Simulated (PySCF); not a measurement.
**Different ions with I ligands: tetrahedral complexes compared**

All values are computed with PySCF: state-averaged CASSCF of the d shell with SC-NEVPT2, spin-free X2C, triple-zeta basis on the metal and double-zeta on the ligands, mean-field spin-orbit coupling; model geometries with bond lengths from ionic radii.

| complex | point group | M–L / Å | L–M–L / ° | solvent |
| --- | --- | --- | --- | --- |
| [VI4]2- | Td | 2.73 | 109 | water |
| NbI4 | Td | 2.62 | 109 | none |
| [FeI4]- | Td | 2.58 | 109 | water |
| [MnI4]2- | Td | 2.77 | 109 | water |
| [MoI4]- | Td | 2.63 | 109 | none |
| [NbI4]- | Td | 2.66 | 109 | none |

For NbI4 the d shell alone is too small an active space: its values show what this model gives and aren't sound predictions.

Problem. Rank by 10Dq at CASSCF level, lowest first.
A. [VI4]2-
B. [MoI4]-
C. [MnI4]2-
D. [FeI4]-
E. [NbI4]-
F. NbI4

Solution. C (1762 cm⁻¹), A (2391 cm⁻¹), D (4330 cm⁻¹), E (6242 cm⁻¹), B (6807 cm⁻¹), F (7945 cm⁻¹).

Problem. Rank by the spin-orbit constant ζ, lowest first.
A. [MoI4]-
B. [FeI4]-
C. [NbI4]-
D. [VI4]2-
E. NbI4
F. [MnI4]2-

Solution. D (113 cm⁻¹), E (163 cm⁻¹), B (250 cm⁻¹), F (268 cm⁻¹), C (275 cm⁻¹), A (363 cm⁻¹).

Problem. What are the ground states and moments?

Solution. 
| complex | shell | ground state (NEVPT2) | total orbital splitting (CASSCF fit) / cm⁻¹ | μeff(300 K) / μB |
| --- | --- | --- | --- | --- |
| [VI4]2- | d3 | 4T1 | 2391 | 4.05 |
| NbI4 | d1 | 2E | 7945 | 1.68 |
| [FeI4]- | d5 | 6A1 | 4330 | 5.92 |
| [MnI4]2- | d5 | 6A1 | 1762 | 5.92 |
| [MoI4]- | d3 | 4T1 | 6807 | 3.55 |
| [NbI4]- | d2 | 3A2 | 6242 | 2.67 |

In [MoI4]-, [NbI4]- the metal orbitals mix much with the ligands', for which an active space of the metal shell alone is small.

The tetrahedral shape is imposed. Real complexes may take another, with another ground state.
